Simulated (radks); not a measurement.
Spherical quantum dot in the effective-mass picture: electrons in a hard-walled sphere of radius 1.92, all in effective atomic units (hartree* = m*/eps^2 hartree, bohr* = eps/m* bohr), one dielectric constant everywhere. Calculated with a radial shooting solver with Libxc functionals: non-relativistic Kohn-Sham, r2SCAN, spin-polarised, spherical densities, generalised Kohn-Sham scheme. Levels are named by radial order and angular momentum (1s, 1p, 1d, 2s, ...), and open shells are averaged over m. Results are scaled to m* = 0.122 and eps = 5.5, for which hartree* = 109.7 meV and bohr* = 2.386 nm. Each electron was tried in the lowest free levels, single moves between levels near the top were tried too, and the lowest total energy was kept; such a search can miss a lower state. At N = 1 the Hartree and exchange-correlation terms need not cancel, so that row can carry a self-interaction error.

N,open shells,2S,E (meV),mu = E(N) - E(N-1) (meV),addition energy mu(N+1) - mu(N) (meV),e(HOMO) (meV)
1,"1s(up 1, down 0)",1,146.484,146.48,95.84,180.06
2,none,0,388.810,242.33,216.2,276.22
3,"1p(up 1, down 0)",1,847.291,458.48,69.22,492.04
4,"1p(up 2, down 0)",2,1374.99,527.70,73.20,563.99
5,"1p(up 3, down 0)",3,1975.88,600.89,105.3,637.99
6,"1p(up 3, down 1)",2,2682.07,706.19,67.54,739.19
7,"1p(up 3, down 2)",1,3455.80,773.73,71.12,808.91
8,none,0,4300.64,844.85,248.0,881.05
9,"1d(up 1, down 0)",1,5393.45,1092.8,68.65,1126.9
10,"1d(up 2, down 0)",2,6554.90,1161.5,69.62,1196.1
11,"1d(up 3, down 0)",3,7785.97,1231.1,70.23,1266.1
12,"1d(up 4, down 0)",4,9087.27,1301.3,70.60,1336.5
13,"1d(up 5, down 0)",5,10459.2,1371.9,99.87,1407.3
14,"1d(up 5, down 1)",4,11930.9,1471.8,67.40,1505.3
15,"1d(up 5, down 2)",3,13470.1,1539.2,68.42,1573.2
16,"1d(up 5, down 3)",2,15077.7,1607.6,69.13,1642.0
17,"1d(up 5, down 4)",1,16754.4,1676.7,69.57,1711.4
18,none,0,18500.7,1746.3,278.8,1781.2
19,"1f(up 1, down 0)",1,20525.8,2025.1,67.41,2058.5
20,"1f(up 2, down 0)",2,22618.3,2092.5,67.76,2126.2
21,"1f(up 3, down 0)",3,24778.5,2160.2,68.06,2194.2
22,"1f(up 4, down 0)",4,27006.8,2228.3,68.27,2262.4
23,"1f(up 5, down 0)",5,29303.4,2296.6,68.43,2330.7
24,"1f(up 6, down 0)",6,31668.4,2365.0,68.54,2399.2
25,"1f(up 7, down 0)",7,34101.9,2433.5,96.32,2467.8
26,"1f(up 7, down 1)",6,36631.7,2529.8,66.64,2562.8
27,"1f(up 7, down 2)",5,39228.2,2596.5,66.98,2629.7
28,"1f(up 7, down 3)",4,41891.7,2663.5,67.31,2696.9
29,"1f(up 7, down 4)",3,44622.5,2730.8,67.56,2764.4
30,"1f(up 7, down 5)",2,47420.8,2798.3,67.75,2832.1
31,"1f(up 7, down 6)",1,50286.9,2866.1,67.88,2899.9
32,none,0,53220.8,2934.0,124.2,2967.9
33,"2s(up 1, down 0)",1,56279.0,3058.2,111.4,3096.9
34,none,0,59448.6,3169.6,217.9,3207.8
35,"1g(up 1, down 0)",1,62836.1,3387.5,66.34,3420.7
36,"1g(up 2, down 0)",2,66289.9,3453.8,66.58,3487.2
37,"1g(up 3, down 0)",3,69810.2,3520.4,66.73,3553.9
38,"1g(up 4, down 0)",4,73397.4,3587.1,66.83,3620.6
39,"1g(up 5, down 0)",5,77051.3,3653.9,66.90,3687.5
40,"1g(up 6, down 0)",6,80772.1,3720.8,-,3754.4

All shells are closed at N = 2, 8, 18, 32, 34 (there: 1s2 1p6 1d10 2s2 1f14); the second difference of the energy has clear peaks (12 % above both neighbours; the first and last values, which can be the largest, are not judged, and half-filled shells can peak too) at N = 2, 5, 8, 13, 18, 25, 34.
